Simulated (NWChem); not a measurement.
System: InHI2; SMILES [I][InH][I]

Input file for NWChem:

```
start job
memory heap 200 mb stack 900 mb global 1100 mb
geometry units angstroms
  In    -0.604533    -0.675721     0.184206
  H     -1.718997    -1.921564     0.525829
  I      1.895274    -0.791435     1.159444
  I     -1.334790     1.418143    -1.330394
end
basis spherical
  * library def2-svp
end
ecp
  In library def2-ecp
  I library def2-ecp
end
dft
  xc xpbe96 cpbe96
  disp vdw 4
  iterations 150
end
driver
  maxiter 120
end
task dft optimize
dft
  grid fine
  convergence energy 1d-8 density 1d-7
end
task dft freq numerical
```

def2 effective core potentials on In, I; no spin-orbit coupling.

The level has its own optimisation; frequencies are unscaled.

Task: What results follow from this input? (PBE-D3(BJ)/def2-SVP with def2 effective core potentials on In, I.) Quantities: r H–In (Å); r I–In (Å); highest harmonic frequency (cm⁻¹); lowest (cm⁻¹); zero-point energy (kcal/mol).

Result: 
- r H–In (Å): 1.729
- r I–In (Å): 2.692
- highest harmonic frequency (cm⁻¹): 1757
- lowest (cm⁻¹): 51
- zero-point energy (kcal/mol): 4.2
